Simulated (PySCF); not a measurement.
## C6H10OSi2: core ionisation energies

C₆H₁₀OSi₂.
SMILES with atom numbers: `[CH3:1][C:2]#[C:3][SiH2:4][C:5]#[C:6][SiH2:7][O:8][CH3:9]`

Method: PySCF 2.14.0, delta-SCF UKS SCAN, pcX-2 on the ionised atom, pcseg-1 elsewhere, spin-free X2C. Binding energies are ΔSCF values: E(core-ionised, relaxed orbitals) − E(ground state) at a fixed geometry, referred to the vacuum level.

Q: What binding energy does each computed site have?

A: 
```
atom(s)           environment     level  binding energy (eV)  2p1/2 (eV)  above the level's lowest (eV)  count
    Si7  oxygen-bound silicon     Si 1s              1847.35           –                          +0.31      1
    Si4          SiH2 silicon     Si 1s              1847.04           –                           0.00      1
     O8    silyl ether oxygen      O 1s               537.98           –                           0.00      1
     C9        methoxy carbon      C 1s               292.33           –                          +2.65      1
     C1    propargylic carbon      C 1s               291.82           –                          +2.14      1
     C2         alkyne carbon      C 1s               290.50           –                          +0.82      1
     C5         alkyne carbon      C 1s               289.81           –                          +0.13      1
     C6         alkyne carbon      C 1s               289.72           –                          +0.04      1
     C3         alkyne carbon      C 1s               289.68           –                           0.00      1
    Si7  oxygen-bound silicon  Si 2p3/2               107.37      108.00                          +0.27      1
    Si4          SiH2 silicon  Si 2p3/2               107.10      107.73                           0.00      1
```

The listed C 1s values span 2.65 eV, from C3 (bonded to C (triple bond) and Si) to C9 (bonded to O and 3 H). Summing the Pauling electronegativity differences to the bonded atoms, each weighted by its formal bond order, gives -0.65 for the lowest site and -0.16 for the highest; the largest sum, 0.00, belongs to C2, 1.83 eV below the top. The smallest sum, -1.05, belongs to C1, 2.14 eV above the lowest. The values 289.68 and 289.72 eV lie too close for their order to be trusted.

The listed Si 1s values span 0.31 eV, from Si4 (bonded to 2 C and 2 H) to Si7 (bonded to O, C and 2 H). Summing the Pauling electronegativity differences to the bonded atoms, each weighted by its formal bond order, gives +1.90 for the lowest site and +2.79 for the highest.

Lowest listed Si 2p3/2: Si4, bonded to 2 C and 2 H. Highest, 0.27 eV above it: Si7, bonded to O, C and 2 H.

Q: Which photon energy gives electrons from Si 2p3/2 of Si4 a kinetic energy of 150 eV, and what is their de Broglie wavelength?

A: hν = 107.10 + 150 = 257.10 eV, recoil neglected; λ = 12.264 Å/√(E/eV) = 1.00 Å.

Spin contamination (⟨S²⟩ against 0.75 for a pure doublet) is marked for C 1s of C2 (0.87), C 1s of C5 (0.86) and C 1s of C6 (0.85), which makes these values less certain. Spin–orbit coupling isn't in the SCF: each 2p doublet comes from a relaxed spin-free hole plus a matrix of the shell (mean-field spin–orbit coupling and the ground-state 2p splitting), with 2p3/2 averaged over its two sublevels. 2p1/2 minus 2p3/2 (ligand field included): Si 0.62 eV. The structure is a single PBE0-D3(BJ)/def2-SVP conformer in the gas phase; no vibrational or solvent corrections.

Shape of the structure used: `[CH3:1][C:2]#[C:3][SiH2:4][C:5]#[C:6][SiH2:7][O:8][CH3:9]`: C6–Si7–O8–C9 54°.
